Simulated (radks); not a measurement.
Effect of the nuclear size on neutral thulium, [Xe] 4f13 6s2. Method: Dirac Kohn-Sham, BLYP, spin-unpolarised, spherical densities, finite nucleus; open shells are shared between the two j in proportion to 2j + 1; Fermi nuclear charge, rms radius 5.2256 fm; computed with a radial shooting solver on a logarithmic mesh with Libxc functionals. The rms radius is varied about that value; shifts are against it.

| rms radius (fm) | total energy shift (eV) | density at nucleus (e/bohr^3) | 1s1/2 shift (meV) | 2s1/2 shift (meV) | 4p1/2 shift (meV) | 5s1/2 shift (meV) | 5p1/2 shift (meV) | 6s1/2 shift (meV) | 4f7/2 shift (meV) |
|---|---|---|---|---|---|---|---|---|---|
| 4.1909 | -12.7 | 1.015e+06 | -5180 | -698 | 0.286 | -5.32 | 0.511 | -0.207 | 0.898 |
| 4.9486 | -3.59 | 9.656e+05 | -1470 | -197 | 0.080 | -1.50 | 0.144 | -0.059 | 0.254 |
| 5.2256 | 0 | 9.5e+05 | 0.000 | 0.000 | 0.000 | 0.000 | 0.000 | 0.000 | 0.000 |
| 5.6541 | 5.81 | 9.279e+05 | 2380 | 320 | -0.129 | 2.44 | -0.234 | 0.095 | -0.412 |
| 6.2655 | 14.7 | 8.998e+05 | 5990 | 807 | -0.323 | 6.15 | -0.590 | 0.239 | -1.04 |

Slopes of the eigenvalues against <r^2> in GHz/fm^2, as finite differences over the two radii next to the reference (eigenvalue slopes, not the field-shift constants of lines): 1s1/2 124000, 2s1/2 16700, 4p1/2 -6.76, 5s1/2 128, 5p1/2 -12.2, 6s1/2 4.96, 4f7/2 -21.5.
